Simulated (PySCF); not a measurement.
Ge(H)(F)(NH2)2 (FGeH₅N₂), SMILES [NH2][GeH]([NH2])[F]. Atoms are numbered in the order given.

```xyz
9

Ge    -0.0561     0.1829    -0.1953
N      1.3455    -0.8041    -0.7554
N     -1.3435    -0.9961     0.2886
F      0.2384     1.0565     1.2919
H     -0.3430     1.2794    -1.2330
H      1.6477    -1.5371    -0.1204
H      2.1467    -0.3057    -1.1287
H     -2.1117    -0.6074     0.8269
H     -1.7034    -1.5881    -0.4536
```

Geometry optimised at PBE0-D3(BJ)/def2-SVP. This is a generated structure with no PubChem entry under its InChIKey; it may be hypothetical. Other conformers were not sampled.

Level of theory: PBE/pcSseg-1 (PySCF).

GIAO shieldings, no solvent; atoms listed in one row are averaged. δ = σ(ref) − σ: ⁷³Ge against GeH4 (σ = 1614.4 ppm); ¹⁵N against NH3 (σ = 267.0 ppm); ¹⁹F against CFCl3 (σ = 133.6 ppm); ¹H against TMS (σ = 31.49 ppm), references at their B3LYP-D3(BJ)/def2-TZVP geometries, non-relativistic.

Computed chemical shifts:
```
nucleus  atoms  count  δ (ppm)
-------  -----  -----  -------
⁷³Ge       Ge1      1    394.3
¹⁵N         N2      1     41.7
¹⁵N         N3      1     26.2
¹⁹F         F4      1   -180.5
¹H          H5      1     6.35
¹H          H6      1     1.20
¹H          H7      1     1.13
¹H          H8      1     0.55
¹H          H9      1     0.47
```
